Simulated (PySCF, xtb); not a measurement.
C3HBrClF, SMILES C(=CCl)=C(Br)F.

Coordinates come from a PBE-D3(BJ)/def2-SVP optimisation. This is a generated structure with no PubChem entry under its InChIKey; it may be hypothetical.

Calculation: PySCF with C-PCM-PBE0/def2-SVP.

The values are the electrostatic part of the solvation free energy, E(continuum) − E(gas) at the gas-phase geometry, in a cavity of scaled van der Waals radii (PySCF's table); cavitation and dispersion terms are not included. In vacuum the orbital gap is 6.14 eV. The dipole moment in vacuum is 1.26 D.

Computed values in water (ε = 78.36), 2-propanol (ε = 19.26), toluene (ε = 2.37):
```tsv
solvent	ε	ΔG(elec) (kcal/mol)	dipole (D)	gap (eV)
water	78.36	-2.0	1.65	6.18
2-propanol	19.26	-1.9	1.63	6.18
toluene	2.37	-1.1	1.46	6.16
```

For comparison, GFN2-xTB/ALPB(water) (xtb, at the GFN2-xTB geometry, all terms of that model) gives -1.6 kcal/mol.
